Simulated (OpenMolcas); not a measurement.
Mn2+: ligand-field states by method

Mn2+ with its 6 nearest fluoride ions at 2.14 Å, on the Ca site of CsCaF3 (a = 4.526 Å, distance in the model lattice 2.263 Å). The rest of the host is ab initio model potentials to 7.6 Å, with orthogonalisation functions on the cations behind the ligands, and point charges beyond; the distance is set by hand and nothing relaxes. Ligand basis ANO-RCC-VDZP.

```
Program             : OpenMolcas
Basis               : ANO-RCC-VTZP [6s5p3d2f1g]
Scalar Hamiltonian  : DKH2, point nucleus
Active space        : 5 electrons in 5 orbitals (3d)
State averaging     : 2S+1 = 6 even, 1 root; 2S+1 = 4 even, 24 roots; 2S+1 = 2 even, 75 roots
Spin-orbit coupling : state interaction with AMFI integrals over the reference wave functions
```

I. CASSCF
II. SS-CASPT2, IPEA 0.25 Eh, imaginary shift 0.1 Eh (closed shells correlated: 3s 3p and the ligand valence shells)

Spin-free states (labels of O, the rotations of Oh) in cm-1, each column counted from its own energy of the first state listed:

```csv
State,Degeneracy,I,II
6A1,1,0,0
4T1,3,27300,22250
4T2,3,30540,24790
4E,2,31660,26490
4A1,1,31777,26840
4T2,3,37682,29880
2T2,3,37921,30500
4E,2,39542,32090
4T1,3,40530,36210
2A2,1,41239,33500
2T1,3,41740,34780
2T2,3,42558,35180
2E,2,43675,36480
2A1,1,45040,38600
2T2,3,47712,39300
2E,2,48473,38880
2T1,3,50161,40280
2T2,3,52878,43670
4T1,3,53025,44240
4A2,1,53860,44470
```

From I to II, I's first state of another spin (4T1) moves from 27300 to 22250 cm-1, by about -5100 cm-1.

I: A least-squares ligand-field fit to the states below 45000 cm-1, each weighted by its degeneracy and with a free common offset, gives 10Dq = 6848 cm-1, B = 1097 cm-1 and C = 4103 cm-1 (C/B = 3.74), with an rms deviation of 124 cm-1. The same method and metal basis give the free ion B = 1117 cm-1 (fit to its terms below 60000 cm-1, rms deviation 53 cm-1), so the nephelauxetic ratio is β = 1097 / 1117 = 0.98; it hangs on how both fits weigh the states, and computed free-ion B values tend to be too large, so β mixes covalency with correlation.

χT at 300 K: I 4.39, II 4.39 cm3 K/mol.

Roots that are degenerate in the reference are averaged as groups; the widest CASPT2 spread within a group is 95 cm-1 (the 3-fold group of multiplicity 4 near 36200 cm-1 above the lowest state of its run, II). Shifts and gaps below about the spread of the groups concerned are not significant. Over all roots computed the reference weight is 0.72 to 0.74 in II; a low but even weight reflects the number of correlated electrons. Ligand-to-metal charge-transfer states are missing. With no ligand orbital active B as a rule stays too high, so bands that hang on it stand too high and its fall with covalency is understated. Without dynamic correlation the repulsion within the d shell is too large (B by tens of per cent), so at a given field states of lower spin stand too high (holds for I). With metal d orbitals alone and no dynamic correlation 10Dq can be off by a tenth to a fifth, either way, in oxide and fluoride hosts (holds for I). These CASPT2 states fit no ligand-field parameters well, so their order and spin gaps are uncertain (holds for II). With one d shell and no ligand orbital active, 10Dq can be off by tens of per cent for divalent 3d ions, low with halides held by bare charges and at times high in hosts (holds for II). Free-ion shares, where given, are those of the reference states; single-state CASPT2 does not remix them (holds for II). The distance lies 2 % under the 2.183 Å that this model takes as the normal distance (a Shannon-type radius plus a fixed donor radius, weighted with the host); by an R⁻⁵ law this alone changes a d-shell field by about +10 %. No measured value stands beside these numbers; the geometry was set by hand and not optimised.
